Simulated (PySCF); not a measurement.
# Excitation energy of Ho by level of theory

Ho [Xe] 4f11 6s2 (high-spin determinant) → Ho [Xe] 4f10 6s2 6p1 (high-spin determinant), as a difference of total energies. All numbers are calculated (PySCF 2.14, the spin-free X2C one-electron Hamiltonian (Gaussian nucleus), in cc-pVDZ-X2C). Correlated levels: valence: [Kr] 4d10 frozen. The calculations carry no spin-orbit coupling.

```csv
method,excitation energy (eV)
UHF,-0.961
MP2 (valence),2.962
SCS-MP2 (valence),2.577
CCSD (valence),1.542
CCSD(T) (valence),1.710
```

Question: How much does correlation contribute at CCSD(T) (valence)?

Answer: 1.710 − (-0.961) = 2.671 eV, measured against UHF.

A first-order spin-orbit estimate (lowest level to lowest level, LS coupling) adds 0.046 eV.

The basis was made for the ground configuration and has no added diffuse functions, so the excitation energy can come out too high.

The coupled-cluster amplitudes are large for the upper state (T1 above 0.03 or a double amplitude above 0.15), so a single reference is strained.

The determinant of the lower state and of the upper state mixes LS terms, which raises its energy above the lowest term, most at the Hartree-Fock and MP2 levels.
